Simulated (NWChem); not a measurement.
# CH$_{2}$F$_{4}$Si; SMILES FC[Si](F)(F)F

```xyz
8

F     -0.2594     2.2657     0.0000
C      0.7641     1.3173     0.0000
Si     0.0145    -0.4021     0.0000
F     -0.8877    -0.6482     1.2885
F     -0.8877    -0.6482    -1.2885
F      1.1910    -1.4802     0.0000
H      1.3941     1.4711     0.8859
H      1.3941     1.4711    -0.8859
```
Atoms are numbered in this order, from 1.

All runs: NWChem. Geometry: optimised at B3LYP/6-31G* (spherical d). GIAO values for the isolated, static molecule; σ is the absolute isotropic shielding, δ = σ(reference) − σ with the isolated reference molecule computed at the same levels (13C: tetramethylsilane, 19F: trichlorofluoromethane, 1H: tetramethylsilane, 29Si: tetramethylsilane).

**Question.** Predict the results for BHandHLYP/pcSseg-1. Quantities: δ F1 (ppm); δ C2 (ppm); δ Si3 (ppm); δ F4 (rotor mean) (ppm); δ H7 (ppm).

**Answer.** 
```json
{
 "δ F1 (ppm)": "-298.1",
 "δ C2 (ppm)": "70.7",
 "δ Si3 (ppm)": "-70.2",
 "δ F4 (rotor mean) (ppm)": "-143.6",
 "δ H7 (ppm)": "4.50"
}
```
